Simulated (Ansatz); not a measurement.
A run for Ansatz (a program for electronic structure): U-CCSD(T)/def2-QZVPP on F (SMILES [F]). The basis file is the Basis Set Exchange's JSON of that set.

Ansatz 0.2 input:
```yaml
crystal:
  periodic: [false, false, false]
  atoms:
    - {symbol: F, position_ang: [0.00000000, 0.00000000, 0.00000000]}
basis:
  gaussian:
    orbitals: def2-QZVPP.json
magnetization: {spin_polarized: true, initial_magnetization: 1}
correlation: {method: ccsd_t, electrons: outside_noble_gas}
scf: {omitted_lower_state_checks: [cluster_reference]}
```

Task: Predict the final total energy.

Result: -99.6512 hartree (reference determinant -99.4159, T1 diagnostic 0.006).
